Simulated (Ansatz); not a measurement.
`[CH3][AlH][SiH2]Cl` + `C=CCOCF` → `C=[CH][AlH][SiH2]Cl` + `CCOCF`  (formal exchange of groups at the Al–C bond)

Calculated with Ansatz (gas phase, PBE0-D4/def2-TZVP geometries, no zero-point term in ΔE). CBS: MP2 limit from def2 TZ/QZ plus the TZ coupled-cluster correction, frozen cores. Functionals use def2-TZVPP. B3LYP here is the variant with VWN-RPA as its local correlation; programs differ in this. Each species was taken in one conformer, which may not be the lowest.

`[CH3][AlH][SiH2]Cl`:

Cartesian coordinates in Å:
```
C -0.978 -0.613 -1.509
Al -0.139 0.809 -0.476
Si 1.005 0.295 1.648
Cl 0.844 -1.743 2.037
H -0.906 -1.587 -1.020
H -0.513 -0.693 -2.497
H -2.037 -0.393 -1.683
H -0.168 2.321 -0.973
H 2.462 0.608 1.641
H 0.431 0.996 2.832
```

`C=CCOCF`:

```xyz
13

C     2.273   -0.891   -0.363
C     1.151   -0.355   -0.818
C    -0.131   -0.347   -0.065
O    -0.626    0.986   -0.018
C    -1.801    1.118    0.660
F    -2.853    0.557   -0.042
H     3.176   -0.907   -0.961
H     2.327   -1.339    0.624
H     1.117    0.098   -1.805
H    -0.868   -0.987   -0.567
H     0.014   -0.728    0.955
H    -1.777    0.610    1.634
H    -2.003    2.185    0.765
```

`C=[CH][AlH][SiH2]Cl`:

Cartesian coordinates in Å:
```
C -0.519 0.844 -1.812
C -0.730 -0.449 -1.544
Al -0.238 -1.236 0.154
Si 0.804 0.094 1.951
Cl 1.088 2.095 1.453
H -0.063 1.517 -1.090
H -0.792 1.296 -2.764
H -1.194 -1.043 -2.332
H -0.487 -2.778 0.456
H 2.146 -0.431 2.332
H -0.015 0.092 3.196
```

`CCOCF`:

Z-matrix (Å, degrees):
```
C
C 1 1.505
H 1 1.092 2 110.1
H 1 1.091 2 110.6 3 -119.7
H 1 1.092 2 110.8 3 120.1
O 2 1.422 1 108.4 3 180.0
H 2 1.095 1 111.0 3 59.6
H 2 1.099 1 111.0 3 -60.3
C 6 1.361 2 114.3 1 174.8
F 9 1.385 6 111.4 2 71.0
H 9 1.091 6 107.7 2 -171.2
H 9 1.099 6 112.1 2 -47.8
```

```
             level  ΔE (kJ/mol)  difference from CCSD(T)/CBS
            PBE-D4         -1.9                          3.2
         r2SCAN-D4         -2.1                          3.0
           PBE0-D4         -2.8                          2.3
          B3LYP-D4         -5.3                         -0.2
           ωB97M-V         -3.0                          2.1
            B2PLYP         -4.6                          0.5
            r2SCAN         -1.8                          3.3
              PBE0         -1.4                          3.7
             B3LYP         -2.8                          2.3
     HF/def2-TZVPP         -8.2                         -3.1
    MP2/def2-TZVPP         -5.6                         -0.5
CCSD(T)/def2-TZVPP         -5.9                         -0.8
     HF/def2-QZVPP         -7.9                         -2.8
      HF/CBS(def2)         -7.8                         -2.7
     MP2/CBS(def2)         -4.7                          0.4
    CCSD/CBS(def2)         -4.6                          0.5
       CCSD(T)/CBS         -5.1                            0
```

Largest T1 diagnostic among the species: 0.011.
